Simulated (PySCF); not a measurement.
GeHCl, SMILES [Cl][GeH] (connectivity only; charge and spin as stated), neutral, multiplicity 1.

Geometry optimised at ωB97X-D3(BJ)/def2-TZVP.

Level of theory: ωB97X-D3(BJ)/def2-TZVP run with PySCF.

Frequencies are harmonic and unscaled.

```
mode  ν (cm⁻¹)  IR (km/mol)  Raman (Å⁴/amu)  depolarisation  moving atoms (share of kinetic energy)
----  --------  -----------  --------------  --------------  --------------------------------------
1          413         79.8            10.9            0.40                        Cl 67 %, Ge 33 %
2          752         25.6            16.5            0.62                                  H 97 %
3         1951        372.4           226.4            0.34                                  H 99 %
```
